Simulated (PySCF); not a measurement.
## C₆ coefficients of unlike pairs at PBE0

Calculated with PySCF 2.14 from the dipole response of each species, C₆(A,B) = (3/π) ∫ α_A(iu) α_B(iu) du, in atomic units, from isotropic polarisabilities. For ions this is the dispersion term alone; charge-induced terms of lower order in 1/R come first.

| species | configuration | basis | relativity | α (bohr³) | C₆ (like pair) |
| --- | --- | --- | --- | --- | --- |
| Ga+ | [Ar] 3d10 4s2 (1S) | aug-cc-pVTZ-DK (7s6p4d2f) | spin-free X2C | 18.17 | 89.94 |
| Si+ | [Ne] 3s2 3p1 (2P) | aug-cc-pCVTZ-DK with one added diffuse shell each of s, p, d, f type (9s8p6d4f) | spin-free X2C | 19.04 | 100.7 |
| Si(3+) | [Ne] 3s1 (2S) | def2-QZVPPD (10s6p5d2f1g) | none | 7.338 | 13.98 |
| V(2+) | [Ar] 3d3 (4F) | aug-cc-pVDZ (7s6p4d2f) | none | 4.252 | 12.12 |

Problem. Estimate C₆ for V(2+) with Si+.

Solution. The integral gives 31.02. The combination rule 2 C_A C_B / (C_A α_B/α_A + C_B α_A/α_B) gives 31.81 and the geometric mean 34.94.

No spin-orbit coupling is included.

The other pairs:

```json
{"pair": "V(2+), Si(3+)", "C₆": "11.59"}
{"pair": "Si+, Ga+", "C₆": "95.11"}
{"pair": "Si(3+), Si+", "C₆": "37.46"}
{"pair": "Si(3+), Ga+", "C₆": "35.40"}
{"pair": "V(2+), Ga+", "C₆": "29.61"}
```
